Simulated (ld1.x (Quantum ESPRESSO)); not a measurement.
Transferability test, RRKJ potential for neodymium (Nd)

ld1.x (Quantum ESPRESSO) 7.5 input, shortened:

```
&input
   title='Nd', zed=60., rel=1, dft='PBE', iswitch=3,
   config='[Xe] 4f3 5d1 6s2 6p0'
 /
 &inputp
   pseudotype=2, tm=.false., lloc=0,
   nlcc=.false.
 /
3
5P  2  1   6.00   0.00  1.90  1.90  0.0
5D  3  2   1.00   0.00  3.60  3.60  0.0
5S  1  0   2.00   0.00  1.75  1.75  0.0
 &test
   configts(1)='5s2 5p6 5d1 6s2 6p0'
 /
```

Occupied shells without a wave of their own: 6s. They enter only through the test configuration that unscreens the potential.

Energies are relative to the spin-unpolarised reference configuration 5s2 5p6 5d1 6s2 6p0; without spin polarisation the order of configurations can differ from experiment.

| valence configuration | charge | ΔE all-electron (eV) | error AE − PS (meV) |
| --- | --- | --- | --- |
| 5s2 5p6 5d1 6s1 6p0 | +1 | 6.264 | -166 |
| 5s2 5p6 5d1 6s0 6p0 | +2 | 17.699 | -440 |
| 5s2 5p6 5d0 6s0 6p0 | +3 | 37.197 | -613 |
| 5s2 5p6 5d1 6s0 6p1 | +1 | 9.489 | -342 |
| 5s2 5p6 5d1 6s1 6p1 | 0 | 2.588 | -127 |

Q: What are ΔE and the potential's error for 5s2 5p6 5d1 6s1.5 6p0?

A: ΔE = 2.520 eV all-electron; the error (AE − PS) is -72 meV.

Q: What are ΔE and the potential's error for 5s2 5p6 5d2 6s0 6p0?

A: ΔE = 6.699 eV all-electron; the error (AE − PS) is -258 meV.

Levels in the configuration 5s2 5p6 5d1 6s0 6p1:

| level | all-electron (eV) | pseudo (eV) |
| --- | --- | --- |
| 5s | -50.904 | -51.199 |
| 5p | -31.838 | -32.102 |
| 5d | -9.459 | -9.609 |
| 6p | -6.144 | -6.229 |

The 6s level has no wave, so the channel is fitted at the deeper level alone: the likely source of the large errors.
